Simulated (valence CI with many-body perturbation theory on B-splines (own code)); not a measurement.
**Cr¹⁸⁺: what the settings do**

Computed by valence CI with perturbative core correlation (CI+MBPT): four valence electrons over a frozen Dirac-Fock core [He], a basis of 6 s, 6 p, 5 d, 3 f, 1 g functions for each j, with the one-electron correlation potential Σ1 (screened to all orders), the two-electron term Σ2, the three-electron term Σ3, Breit, model QED; selected single and double excitations, second order for the rest, scaled by the run's own slope (own B-spline code, finite nucleus).

No measured levels were compared; by estimate levels of excited configurations hold to 0.05 to 0.15 % of their energy, terms of the ground configuration to about 0.5 %.

The reference run has the lowest level 2s²2p² ³P_0 and an ionisation energy of 1396.01 eV. Its largest variational space holds 11527 state functions.

Changed runs:
A. size limit of the variational space 10000 → 1500; three-electron term on → off; second order for the rest on → off
B. hole-hole ladder in Σ2 on → off
C. scale of Σ1 1 → 0
D. start configuration 2s2 2p2 → 2s4 (bad on purpose)

Excitation energies of the reference run in cm⁻¹, and shifts in cm⁻¹:

| Level | Reference | A | B | C |
| --- | --- | --- | --- | --- |
| 2s²2p² ³P_1 | 47784 | +2923 | -7.9 | -87 |
| 2s²2p² ³P_2 | 82503 | +2831 | -8.4 | -117 |
| 2s²2p² ¹D_2 | 184962 | +3094 | -9.2 | -181 |
| 2s²2p² ¹S_0 | 299522 | +470 | +84 | -146 |
| 2s2p³ ⁵S°_2 | 402765 | +801 | -91 | +1192 |
| 2s2p³ ³D°_2 | 671772 | +2451 | -82 | +1181 |
| 2s2p³ ³D°_1 | 672852 | +2167 | -84 | +1185 |
| 2s2p³ ³D°_3 | 686979 | +2059 | -93 | +1143 |
| 2s2p³ ³P°_0 | 789281 | +658 | -3.3 | +1124 |
| 2s2p³ ³P°_1 | 794197 | +2197 | -13 | +1113 |
| 2s2p³ ³P°_2 | 804839 | +2669 | -20 | +1089 |
| 2s2p³ ³S°_1 | 960253 | +3366 | -80 | +1189 |
| Ionisation energy (eV) | 1396.01 | +0.048 | -0.0022 | -0.29 |

Run D: It gave no result: a shell was given more electrons than it holds. The program said: "a valence shell holds more than 4l+2 electrons".
